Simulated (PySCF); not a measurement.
RuCl₃⁺: breathing scan

Method: UB3LYP in PySCF with Ru def2-SVP with ECP28, Cl def2-SVP; scalar-relativistic core potentials, no spin–orbit coupling; density-fitted integrals.

Rigid scan from the triplet minimum (Ru–Cl 2.142 Å (×3); Cl–Ru–Cl 120.0° (×3)). Coordinate: all bonds to the central atom scaled together. Energies in kJ/mol from the minimum.

| scale of all bonds to the centre | E (kJ/mol) | ⟨S²⟩ |
| --- | --- | --- |
| 0.88 | 315.5 | 2.01 |
| 0.92 | 120.1 | 2.01 |
| 0.96 | 25.8 | 2.01 |
| 1.00 | 0.0 | 2.02 |
| 1.04 | 19.6 | 2.03 |
| 1.08 | 68.1 | 2.05 |
| 1.14 | 170.4 | 2.14 |
| 1.22 | 313.9 | 2.98 |
| 1.35 | 470.9 | 3.81 |

Spin contamination is strong at 1.22, 1.35, so these points are less reliable.

With open d or f shells other occupations or spin states may lie lower. At this level a quintet minimum of C2v symmetry lies 3 kJ/mol below the start of the scan.
